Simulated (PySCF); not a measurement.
**Fractional electron number in Nd⁺ (neodymium, charge +1)**

The 6s alpha orbital of [Xe] 4f4 6s1 is emptied in steps (occupation f), with all orbitals relaxed, ending at [Xe] 4f4. Computed with PySCF 2.14 in def2-SVP with the def2 core potential (28 electrons) (10s6p4d3f1g, 78 functions), with scalar relativity through the core potential. The exact energy is a straight line in f; departures are measured from the line between the end points of the same method.

```tsv
f	PBE0 (eV)	r2SCAN (eV)	LC-wPBE (eV)
1	0.000	0.000	0.000
0.8	-0.289	-0.337	0.013
0.6	-0.435	-0.495	0.016
0.4	-0.436	-0.480	0.011
0.2	-0.290	-0.305	0.003
0	0.000	0.000	0.000
```

```json
{"method": "PBE0", "E(f=0) − E(f=1) (eV)": "10.869", "−ε at f=1 (eV)": "9.067", "−ε at f=0.4 (eV)": "11.227"}
{"method": "r2SCAN", "E(f=0) − E(f=1) (eV)": "10.801", "−ε at f=1 (eV)": "8.653", "−ε at f=0.4 (eV)": "11.285"}
{"method": "LC-wPBE", "E(f=0) − E(f=1) (eV)": "10.629", "−ε at f=1 (eV)": "10.713", "−ε at f=0.4 (eV)": "10.588"}
```

Orbital energy along the path (eV):

```
  f     PBE0   r2SCAN  LC-wPBE
  1   -9.067   -8.653  -10.713
0.8   -9.781   -9.574  -10.671
0.6  -10.499  -10.447  -10.620
0.4  -11.227  -11.285  -10.588
0.2  -11.977  -12.038  -10.601
  0  -12.509  -12.450  -10.624
```

Reference removal energy between the ground levels: 10.783 ± 0.02 eV (semi-empirical (NIST evaluation); NIST Atomic Spectra Database, ionization energies). The calculation has no spin-orbit coupling.
